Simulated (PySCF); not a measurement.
**Worked example: oscillator strength and radiative lifetime**

C2H11NSi3, SMILES [SiH3]N1[SiH2]CC[SiH2]1.

Geometry: PBE0-D3(BJ)/def2-SVP. This is a generated structure with no PubChem entry under its InChIKey; it may be hypothetical. One conformer was computed; it need not be the lowest.

PySCF with TDA-PBE/def2-SVPD puts the first singlet state with f over 0.02 at 6.34 eV (vertical), with the transition dipole (0.057, 0.041, 0.468) in atomic units.

Problem. Find the oscillator strength, the wavelength and the radiative lifetime that this transition would have in vacuum if emission retraced absorption.

Solution. 
|μ|² = 0.2240 au, so |μ| = 1.20 D. ΔE = 6.34/27.211 = 0.2330 hartree. f = (2/3) ΔE |μ|² = 0.035 (the program prints 0.035).
λ = 1239.84/6.34 = 196 nm; ν = 51136 cm⁻¹.
Einstein's coefficient A = 0.6670 ν² f s⁻¹ (ν in cm⁻¹) = 6.1e7 s⁻¹, so τ = 1/A = 16 ns. This state is S5; the lower singlets have f = 0.002, 0.007, 0.005, 0.000. The figure is the radiative limit of this one transition; relaxation, internal conversion, crossing to triplets and a medium change what is measured.
